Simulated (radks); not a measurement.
Co XXI, configuration [He] 2s1.5 2p3 3d0.5 (fractional occupations, a model configuration). All-electron calculation, Dirac Kohn-Sham, B86b exchange with PBE correlation, spin-unpolarised, spherical densities, finite nucleus; open shells are shared between the two j in proportion to 2j + 1; Fermi nuclear charge, rms radius 3.7875 fm. Program: a radial shooting solver on a logarithmic mesh with Libxc functionals.

Normalised radial functions P(r) = r R(r) (large component), r in bohr:

| r | 2s1/2 |
|---|---|
| 0.002865 | 0.2529 |
| 0.003179 | 0.2776 |
| 0.003556 | 0.3066 |
| 0.003946 | 0.3358 |
| 0.004378 | 0.3674 |
| 0.004897 | 0.4041 |
| 0.005434 | 0.4407 |
| 0.006078 | 0.4829 |
| 0.006744 | 0.5247 |
| 0.007543 | 0.5723 |
| 0.00837 | 0.6189 |
| 0.009287 | 0.6673 |
| 0.01039 | 0.7211 |
| 0.01153 | 0.7722 |
| 0.01289 | 0.8274 |
| 0.01431 | 0.8781 |
| 0.016 | 0.9305 |
| 0.01775 | 0.9759 |
| 0.0197 | 1.0163 |
| 0.02204 | 1.0521 |
| 0.02445 | 1.0757 |
| 0.02735 | 1.0877 |
| 0.03035 | 1.0835 |
| 0.03394 | 1.0588 |
| 0.03766 | 1.0138 |
| 0.04179 | 0.9443 |
| 0.04674 | 0.8388 |
| 0.05186 | 0.7098 |
| 0.05801 | 0.5357 |
| 0.06437 | 0.3407 |
| 0.072 | 0.0962 |
| 0.07989 | -0.1597 |
| 0.08864 | -0.4380 |
| 0.09915 | -0.7539 |
| 0.11 | -1.0515 |
| 0.1231 | -1.3619 |
| 0.1365 | -1.6258 |
| 0.1527 | -1.8661 |
| 0.1695 | -2.0334 |
| 0.188 | -2.1343 |
| 0.2103 | -2.1596 |
| 0.2334 | -2.1029 |
| 0.261 | -1.9601 |
| 0.2896 | -1.7634 |
| 0.324 | -1.5021 |
| 0.3595 | -1.2357 |
| 0.3989 | -0.9686 |
| 0.4461 | -0.7025 |
| 0.495 | -0.4909 |
| 0.5537 | -0.3107 |
| 0.6144 | -0.1889 |
| 0.6872 | -0.1012 |
| 0.7625 | -0.0519 |
| 0.8461 | -0.0241 |
| 0.9464 | -0.0094 |
| 1.05 | -0.0035 |
| 1.175 | -0.0010 |
| 1.303 | -0.0003 |
| 1.458 | -0.0001 |
| 1.617 | 0.0000 |

2s1/2: eigenvalue -1786.9 eV, 1 radial node at r = 0.0750 bohr, <r> = 0.240 bohr, 90 % of the charge inside 0.369 bohr.
